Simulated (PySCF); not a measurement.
Compound: C7H8FSi (doublet state).
Atom-mapped SMILES: `[F:1][CH2:2][c:3]1[cH:4][cH:5][cH:6][c:7]([SiH2:8])[cH:9]1` (hydrogens: H10, H11 on C2; H12 on C4; H13 on C5; H14 on C6; H15, H16 on Si8; H17 on C9)

Structure used (GFN2-xTB), in Å, numbered top down from 1:
```
atom  x, y, z in Å
F1    -3.2046   -1.1312    0.8695
C2    -2.1651   -1.3795    0.0095
C3    -1.0155   -0.4287    0.2072
C4    -1.0479    0.5529    1.1904
C5     0.0355    1.4098    1.3379
C6     1.1348    1.2972    0.5184
C7     1.1949    0.3091   -0.4807
Si8    2.6407    0.1799   -1.6077
C9     0.0908   -0.5461   -0.6142
H10   -2.5713   -1.2952   -1.0062
H11   -1.8522   -2.4161    0.1876
H12   -1.9109    0.6448    1.8305
H13    0.0108    2.1705    2.1050
H14    1.9692    1.9734    0.6420
H15    2.7388   -0.9461   -2.5144
H16    3.8410    0.9346   -1.3116
H17    0.1041   -1.3173   -1.3730
```

The hyperfine couplings belong to this conformer and change with its torsions.

Level of theory: PySCF, UKS B3LYP, pcH-1 on C F H Si, non-relativistic, mean-field spin-orbit, GIAO. Geometry: GFN2-xTB, one conformer, isolated molecule. A GFN2-xTB geometry isn't a minimum of the functional, and hyperfine couplings can be far from their values at a DFT geometry, by a factor of two or more for some ions and for spin on atoms past the first row. The SCF solution wasn't tested for stability.

**Question.** What is the g tensor, term by term?

**Answer.** 
```
                    Δg (ppm)     1     2     3
relativistic mass correction  -126  -126  -126
            gauge correction     4    34    34
   orbital Zeeman/spin–orbit   -22  1506  2574
                       total  -144  1414  2482
```

So g = 2.00218, 2.00373, 2.00480 and g_iso = 2.00357; the tensor is rhombic: the two nearest values differ by 41 % of g3 − g1. Axes: g3 points within 1° of the C4–H12 bond.

**Question.** What are the electron Larmor frequencies g μB B/h along the three axes at 350 mT?

**Answer.** 9.8080, 9.8157, 9.8209 GHz for g1, g2 and g3, a range of 12.9 MHz.

**Question.** At 9.742 GHz, how far is the centre of the isotropic spectrum from where a free electron (g = 2.002319) resonates?

**Answer.** B = hν/(g μB) with μB/h = 13.99624 MHz/mT gives 347.62 mT for the free electron and 347.40 mT at g_iso, 0.22 mT lower.

**Question.** In a frozen sample, at which fields do the three g values resonate at 9.5, 34, 94 and 263 GHz (hyperfine left aside), and which band first spreads them over more than twice a line width of 0.3 mT?

**Answer.** 
```
band    GHz  B(g3) mT  B(g2) mT  B(g1) mT  spread mT
   X    9.5    338.56    338.74    339.01       0.44
   Q   34.0   1211.70   1212.35   1213.29       1.59
   W   94.0   3350.00   3351.79   3354.39       4.39
   J  263.0   9372.87   9377.87   9385.17      12.29
```

The spread grows in proportion to the frequency. Q band is the first where it exceeds 0.6 mT.

The Mulliken spin populations are largest on Si8 (+0.97), C4 (+0.13), C9 (+0.11) and C6 (+0.10). No atom but Si8 exceeds +0.15. The positive populations add up to 1.32 and the negative ones to -0.32, together 2S = 1. The angles at Si8 add up to 357.3°, so it is nearly planar; its axial dipolar tensor and the negative couplings of its protons fit spin in a p orbital normal to that plane.

The HOMO–LUMO gaps are 4.19 eV among the α and 4.67 eV among the β orbitals.

The run took 2.0 min (with the writing of density and orbital grids) on an Intel Xeon at 2.60 GHz with one thread, shared host with 96 logical CPUs at a one-minute load of 24, and the process peaked at 1.1 GiB of memory.
